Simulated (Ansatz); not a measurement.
One change: `C#[C][Al]([OH])[CH2]F` becomes `[OH][Al]([SH])[CH2]F`.

Ansatz, PBE0-D4/def2-TZVP geometries, multiplicity 1. Each molecule was computed in one conformer, which needn't be the lowest.

| property | `C#[C][Al]([OH])[CH2]F` |
| --- | --- |
| ideal-gas entropy at 298 K and 1 bar (rigid rotor, harmonic PBE0-D4/def2-TZVP) / J/(mol·K) | 381 |
| HOMO–LUMO gap (B3LYP/def2-TZVPP) / eV | 6.53 |
| LUMO energy (PBE/def2-TZVPP) / eV | -1.91 |
| LUMO energy (B3LYP/def2-TZVPP) / eV | -1.32 |
| size of the dipole moment (B3LYP/def2-TZVPP) / D | 1.93 |
| HOMO–LUMO gap (PBE/def2-TZVPP) / eV | 4.69 |

Task: What does the change do to each property? (An estimate is asked.)

Result: Computed: 
| property | `[OH][Al]([SH])[CH2]F` | shift |
| --- | --- | --- |
| ideal-gas entropy at 298 K and 1 bar (rigid rotor, harmonic PBE0-D4/def2-TZVP) / J/(mol·K) | 379 | -2 |
| HOMO–LUMO gap (B3LYP/def2-TZVPP) / eV | 6.87 | 0.34 |
| LUMO energy (PBE/def2-TZVPP) / eV | -1.23 | 0.68 |
| LUMO energy (B3LYP/def2-TZVPP) / eV | -0.72 | 0.60 |
| size of the dipole moment (B3LYP/def2-TZVPP) / D | 2.10 | 0.17 |
| HOMO–LUMO gap (PBE/def2-TZVPP) / eV | 5.36 | 0.67 |

With PBE0 the HOMO rises by 0.23 eV and the LUMO rises by 0.68 eV, so the gap widens by about 0.45 eV. PBE moves the HOMO by 0.01 eV and ωB97M-V by 0.33 eV. The zero-point energy changes by -24.9 kJ/mol with -3 modes. Dipoles are sizes alone; their direction can turn. Modes under 60 cm⁻¹, often nearly free rotors, make the harmonic entropy too high.

Positive LUMOs are unbound, so they and the gaps depend on the basis.

B3LYP here is the variant with VWN-RPA as its local correlation; programs differ in this.
